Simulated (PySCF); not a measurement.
Electron correlation in Ir⁵⁸⁺ (iridium, charge +58)

[Ar] 3d1, 2D determinant. Calculation: PySCF 2.14, in an even-tempered Gaussian basis (17 s from 15 bohr⁻², ratio 2.5; 12 p from 20 bohr⁻², ratio 2.5; 7 d from 20 bohr⁻², ratio 2.5; 4 f from 69 bohr⁻², ratio 2.7; 3 g from 100 bohr⁻², ratio 2.7); the spin-free X2C one-electron Hamiltonian (Gaussian nucleus). Frozen: [Ne]; 9 electrons correlated; the 24 highest virtual orbitals of each spin left out.

MP2 pair energies summed by pair of shells (mhartree):

```tsv
pair	energy	share (%)
3p-3p	-356.42	71.1
3s-3p	-59.73	11.9
3p-3d	-58.40	11.6
3s-3s	-14.75	2.9
3s-3d	-12.05	2.4
```

Total MP2 correlation energy: -501.34 mhartree.

At this charge the one-electron X2C treatment keeps the bare 1/r₁₂, with no two-electron picture change or Breit term. The effect here is smaller than on the frozen 1s shell; and a scalar Hamiltonian misses the large spin-orbit splitting of the p shells, which matters for ns² → np² pairs.
